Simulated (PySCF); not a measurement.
## Spinor energies of Sn⁴⁹⁺ (tin, charge +49)

Start: 1s1; 1s1/2 filled at m_j = +1/2. Calculated with PySCF 2.14 in an even-tempered Gaussian basis (15 s from 110 bohr⁻², ratio 2.4; 10 p from 150 bohr⁻², ratio 2.4; 3 d from 450 bohr⁻², ratio 2.6; 3 f from 680 bohr⁻², ratio 2.6): generalised Hartree-Fock with the X2C-1e Hamiltonian and a Gaussian nucleus; one run each with spin-orbit coupling (SO) switched off, then screened by Boettger's factors.

| spinor shell | electrons | ε, spin-free (eV) | ε, screened SO (eV) | weight of nominal j (screened SO) | rms radius, screened SO (bohr) |
| --- | --- | --- | --- | --- | --- |
| 1s1/2 | 1 | -35226.5 | -35226.5 | 1.000 | 0.0327 |

```
   quantity    spin-free  screened SO
E (hartree)  -1294.55140  -1294.55140
        M_J          1/2          1/2
       ⟨J²⟩        0.750        0.750
       ⟨L²⟩        0.000        0.000
       ⟨S²⟩        0.750        0.750
```

Breit and QED terms are absent; they matter most for the inner s and p1/2 levels.

Densities and radii are taken from the X2C orbitals without a picture-change correction, which distorts them close to the nucleus.

Without spin-orbit coupling the j labels of p, d and f shells carry no meaning; the spin-free column gives the mean over the occupied spinors of each nl shell.
